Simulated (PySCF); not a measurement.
## Dipole moment and polarisability of `C[C@@H]1COCC(=O)[SiH2]1`

Compound: C5H10O2Si.
Structure used (GFN2-xTB), in Å, numbered top down from 1:
```xyz
18
C5H10O2Si angstrom
C     -2.3072    0.1995   -0.2739
C     -0.8290    0.0430   -0.6153
C     -0.2684   -1.2579   -0.0257
O      1.0794   -1.4795   -0.3805
C      2.0318   -0.7896    0.3851
C      1.9854    0.7234    0.2641
O      2.9803    1.3954    0.4060
Si     0.2475    1.5009   -0.0133
H     -2.7020    1.1098   -0.7170
H     -2.4504    0.2552    0.8029
H     -2.8828   -0.6445   -0.6509
H     -0.7401   -0.0451   -1.7033
H     -0.8129   -2.1189   -0.4271
H     -0.3804   -1.2609    1.0691
H      1.9071   -1.0171    1.4595
H      3.0085   -1.1641    0.0665
H      0.3284    2.6034   -0.9672
H     -0.2039    1.9534    1.3096
```

Level: CAM-B3LYP/def2-SVPD (PySCF), static field, nuclei fixed, core orbitals frozen in the response. The polarisability tensor in these axes (au):

```
x   103.72   2.57   4.76
y     2.57  91.28  -0.27
z     4.76  -0.27  73.78
```

Question: Diagonalise the tensor; give its mean and Δα, where Δα² is half the sum of the squared differences of the eigenvalues.

Answer: Principal values 73.02, 90.85 and 104.92 au; mean 89.60 au = 13.28 Å³ = 14.77 × 10⁻⁴⁰ C²·m²/J; Δα = 27.69 au (31 % of the mean).

Question: What is the dipole moment, and where does it point?

Answer: (-3.19, -0.98, 0.29) D, 3.35 D in size, pointing from the negative to the positive side. Measured along this direction, the outermost atoms are O7 at the negative end and H11 at the positive end.

Question: How large is μ²/3kT at 273 K beside α?

Answer: In Gaussian units μ²/3kT = 99.06 Å³ against 13.28 Å³, a ratio of 7.46; the Debye molar polarisation (4π/3)N_A(α + μ²/3kT) is 283.4 cm³/mol, leaving out the vibrational part.

Question: Directions of the eigenvectors, and the extent of the frame along each?

Answer: Largest value along (0.97, 0.18, 0.15), where the nuclei span 6.23 Å; middle along (-0.17, 0.98, -0.06), 4.48 Å; least along (-0.16, 0.04, 0.99), 2.96 Å. The response follows the extents in order.

Question: What molar refraction does this α imply?

Answer: Lorentz–Lorenz: R = (4π/3)N_A α = 2.5225 cm³/(mol·Å³) × 13.28 Å³ = 33.5 cm³/mol, in the limit of long wavelengths.

Question: Sum over states: ᾱ = Σ f/ω², ω in Eh. What share falls to these 8 lowest TDDFT singlets (eV, f)? 3.27, 0.0005; 6.03, 0.0029; 6.38, 0.0218; 6.50, 0.0046; 6.82, 0.0149; 7.21, 0.0125; 7.25, 0.1429; 7.41, 0.0247.

Answer: They add up to 3.33 au, 3.7 % of the 89.60 au; the largest single term is 2.01 au, from the state at 7.25 eV. Terms in order: 0.03, 0.06, 0.40, 0.08, 0.24, 0.18, 2.01, 0.33 au. Higher excitations give the rest. The strengths listed sum to 0.225.

Geometry: GFN2-xTB, one conformer, isolated molecule.
